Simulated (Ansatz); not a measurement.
Job for Ansatz (a first-principles code): U-CCSD(T)/def2-SVP on CH4Te (SMILES C[TeH]), a point of a bond scan (R = 3.826 Å). Elements past Kr take the def2 small-core potentials; no spin–orbit coupling. The run froze 10 orbitals, filled d shells among them.

Ansatz 0.2 input:
```yaml
crystal:
  periodic: [false, false, false]
  atoms:
    - {symbol: Te, position_ang: [0.01201175, 0.23527703, 0.23177528]}
    - {symbol: H, position_ang: [-0.80451613, 2.83317961, -2.45498421]}
    - {symbol: C, position_ang: [-0.03051731, -1.41897587, -1.16612883]}
    - {symbol: H, position_ang: [0.73152202, -1.27549848, -1.92532285]}
    - {symbol: H, position_ang: [-1.01819392, -1.49803416, -1.60874601]}
    - {symbol: H, position_ang: [0.18816506, -2.31181771, -0.58509181]}
basis:
  gaussian:
    orbitals: def2-SVP
correlation: {method: ccsd_t, electrons: outside_noble_gas}
scf: {omitted_lower_state_checks: [cluster_reference]}
magnetization: {spin_polarized: true, initial_magnetization: 0}
```

Program output:

```
WARN ansatz: RAYON_NUM_THREADS=1 ignored (pool sized by the plan → 1); use --threads N
Functional definition: HF
these checks for a lower state are left out or cut short: cluster_reference
integrals: 0.05 GiB planned
691 factors; integrals over basis functions are off by at most 1.1e-3 eV
mean field: 0.18 GiB planned
mean field evaluation 1: about -8349.5915 eV, gradient 1.3e1 eV
mean field evaluation 2: about -8349.6550 eV, gradient 1.3e1 eV
mean field evaluation 4: about -8352.1171 eV, gradient 2.1e0 eV
mean field evaluation 8: about -8352.1696 eV, gradient 1.2e-3 eV
mean field evaluation 16: about -8352.2548 eV, gradient 7.1e-1 eV
mean field evaluation 32: about -8355.6961 eV, gradient 2.0e-1 eV
mean field evaluation 64: about -8355.7033 eV, gradient 1.7e-6 eV
mean field evaluation 96: about -8355.6672 eV, gradient 4.5e-1 eV
mean field evaluation 128: about -8355.7033 eV, gradient 4.2e-1 eV
mean field evaluation 160: about -8355.6655 eV, gradient 3.1e-1 eV
mean field -8355.70326665 eV, -307.0664313501 hartree, gradient 1.5e-6 eV, S^2 1.001831; 14 other end points of the search recorded, 0 dependent functions left out
10 core orbitals not correlated
reference -8355.70326665 eV, -307.0664313501 hartree; 7, 7 occupied and 43, 43 virtual orbitals, 691 factors
second order -6.17431382 eV of doubles, -0.00000000 eV of singles
coupled cluster: 0.16 GiB planned
cycle   1  -6.73232967 eV  change   -5.6e-1 eV  update   6.3e-2
cycle   2  -6.95215010 eV  change   -2.2e-1 eV  update   2.0e-2
cycle   3  -6.98452822 eV  change   -3.2e-2 eV  update   7.2e-3
cycle   4  -6.98559194 eV  change   -1.1e-3 eV  update   2.4e-3
cycle   5  -6.98551624 eV  change    7.6e-5 eV  update   1.2e-3
cycle   6  -6.98550665 eV  change    9.6e-6 eV  update   9.2e-4
cycle   7  -6.98565541 eV  change   -1.5e-4 eV  update   8.1e-4
cycle   8  -6.98581063 eV  change   -1.6e-4 eV  update   6.9e-4
cycle   9  -6.98603022 eV  change   -2.2e-4 eV  update   4.7e-4
cycle  10  -6.98621716 eV  change   -1.9e-4 eV  update   2.1e-4
cycle  11  -6.98621461 eV  change    2.5e-6 eV  update   8.8e-5
cycle  12  -6.98619886 eV  change    1.6e-5 eV  update   4.4e-5
cycle  13  -6.98617952 eV  change    1.9e-5 eV  update   2.6e-5
cycle  14  -6.98617231 eV  change    7.2e-6 eV  update   1.5e-5
coupled cluster: 0.16 GiB planned
perturbative correction -0.18716339 eV, -0.0068781278 hartree
Total energy: -8362.87660235 eV, -307.3300465749 hartree
Checks for a lower state left out: cluster_reference
```

The run converged. Its determinant has ⟨S²⟩ = 1.00, a mixture of spin states.

Cost: around 4 core-seconds (rough).
